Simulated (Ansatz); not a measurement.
AlCl₂OH⁺, that is AlCl2(OH) with one electron fewer, relaxed as a doublet with UKS PBE0-D4/def2-TZVP in Ansatz, starting from the PBE0-D4/def2-TZVP geometry of the neutral singlet. Force threshold 0.02 eV/Å.

The relaxation made no stability test and no search for a lower SCF solution.

Start:

```xyz
5

Al    0.251    0.298   -0.018
Cl    2.061    0.930    0.764
Cl   -0.764    1.494   -1.384
O    -0.360   -1.183    0.478
H    -1.188   -1.539    0.160
```

(1) Estimate the energy that the relaxation releases and the steps that it takes.

(2) Does the start keep its bonding and symmetry?

(3) Predict the relaxed structure.

## Answers

(1) 0.44 eV, in 10 steps; 29 s on 4 threads of Intel Xeon Platinum 8375C on a shared host. No frequencies were taken in this run, so the end may be a saddle point.

(2) By distances, no bond broke or formed. The bond that changes most is Al1–O4, from 1.68 to 1.61 Å (atoms count from 1). Point group Cs at the start, Cs at the end, both within 0.05 Å.

(3) 
Cartesian coordinates in Å:
```
Al 0.102 0.137 -0.016
Cl 1.863 1.219 0.464
Cl -0.229 1.836 -1.246
O -0.509 -1.284 0.442
H -1.227 -1.909 0.357
```
Bond lengths: 2 × Al–Cl 2.12 Å; 1 × Al–O 1.61 Å; 1 × H–O 0.95 Å.
